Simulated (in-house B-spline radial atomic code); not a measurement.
Tl⁵⁺: [Ne] 3s1 3p6 3d10 4s2 4p6 4d10 4f14 5s2 5p6 (5d3/2)3 (5d5/2)6 (with a hole in an inner shell)

Level of theory: Dirac-Hartree-Fock, average of the jj configuration, Fermi nucleus of rms radius 5.4759 fm; calculated with a B-spline radial code for spherical atoms.

Screening seen three ways: the hydrogenic charge with the same mean radius, Z_r = [3n² - l(l+1)]/(2<r>), the one with the same energy, Z_e = n√(-2ε), and Slater's rules. Values are occupation-weighted means over j. An effective charge above Z reflects the relativistic contraction of the inner shells.

```
shell  electrons   ε (eV)  <r> (bohr)    Z_r    Z_e  Slater
   1s          2   -86271     0.01632  91.92  79.63   80.70
   2s          2   -15621     0.06805  88.17  67.77   76.85
   2p          6   -13599     0.06176  80.96  63.23   76.85
   3s          1  -3889.1      0.1768  76.38  50.72   70.10
   3p          6  -3272.2      0.1774  70.47  46.52   70.10
   3d         10  -2595.4      0.1617  64.93  41.43   60.85
   4s          2  -964.49      0.3884  61.79  33.68   54.10
   4p          6  -761.75      0.4113  55.92  29.93   54.10
   4d         10  -503.37      0.4326  48.54  24.33   42.85
   4f         14  -222.61      0.4504  39.97  16.18   31.45
   5s          2  -222.29      0.8718  43.02  20.21   24.35
   5p          6  -162.16      0.9777  37.33  17.26   24.35
   5d          9   -86.29       1.225  28.17  12.59   11.20
```

The least bound orbital is 5d5/2 at -85.39 eV, and it is also the most diffuse (<r> = 1.236 bohr). The part-filled 3s shell lies below the filled 5p shell in orbital energy.

For the 1s electron the small component carries 9.52 % of the norm, the zero-frequency Breit interaction raises the level by 327.7 eV, self-energy by 212.8 eV, and vacuum polarisation lowers it by 44.72 eV.
